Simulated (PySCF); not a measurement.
Dipole response of Mn⁺ (manganese, charge +1)

[Ar] 3d5 4s1, high-spin 7S determinant. Calculation: PySCF 2.14, in def2-TZVPPD (6s6p4d2f1g, 67 functions); the non-relativistic Hamiltonian (point nucleus). Coupled (time-dependent) response in atomic units; α is the mean over directions.

```json
{"method": "UHF", "mean α (bohr³)": "40.51", "C₆ (like pair)": "218.8", "S(−4)": "1564"}
{"method": "PBE", "mean α (bohr³)": "28.22", "C₆ (like pair)": "137.9", "S(−4)": "685.6"}
{"method": "PBE0", "mean α (bohr³)": "30.74", "C₆ (like pair)": "153.3", "S(−4)": "839.3"}
{"method": "TPSSh", "mean α (bohr³)": "31.09", "C₆ (like pair)": "156.8", "S(−4)": "845.9"}
```

S(−4) is the Cauchy moment in α(ω) = α(0) + S(−4) ω² + …

α(iu) at PBE:

```json
{"u (hartree)": "0", "α(iu) (bohr³)": "28.22"}
{"u (hartree)": "0.0500", "α(iu) (bohr³)": "26.62"}
{"u (hartree)": "0.100", "α(iu) (bohr³)": "22.84"}
{"u (hartree)": "0.200", "α(iu) (bohr³)": "15.06"}
{"u (hartree)": "0.300", "α(iu) (bohr³)": "10.13"}
{"u (hartree)": "0.500", "α(iu) (bohr³)": "5.600"}
{"u (hartree)": "0.750", "α(iu) (bohr³)": "3.508"}
{"u (hartree)": "1.00", "α(iu) (bohr³)": "2.583"}
{"u (hartree)": "1.50", "α(iu) (bohr³)": "1.721"}
{"u (hartree)": "2.00", "α(iu) (bohr³)": "1.278"}
{"u (hartree)": "3.00", "α(iu) (bohr³)": "0.7898"}
{"u (hartree)": "5.00", "α(iu) (bohr³)": "0.3785"}
```

A single London oscillator, α(iu) = α/(1 + u²/ω²), gives C₆ = (3/4) ω α². Matching the computed C₆ needs ω = 4 × 137.9 / (3 × 28.22²) = 0.231 hartree.

For an ion, C₆ is the dispersion term alone; charge-induced terms of lower order in 1/R come first.
